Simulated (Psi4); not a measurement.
A dimer, H3N ··· H3ClSi (SMILES N and [SiH3]Cl); the first 4 atoms form monomer A.

```
9

N      0.0001     0.0014     0.2791
H      0.9352    -0.1199    -0.0927
H     -0.5711    -0.7506    -0.0892
H     -0.3642     0.8692    -0.0972
Si    -5.4719     0.4450     1.4183
Cl    -3.6625    -0.2386     2.1454
H     -5.3379     1.8810     1.1053
H     -6.5014     0.2374     2.4552
H     -5.8055    -0.3190     0.2005
```

Question: What interaction energy does Psi4 1.11 with SAPT0/jun-cc-pVDZ, frozen core give, and which attractive term is the largest?

Answer: Total 0.95 kJ/mol: electrostatics 1.49, exchange 0.61, induction -0.17, dispersion -0.98. The most attractive term is dispersion.
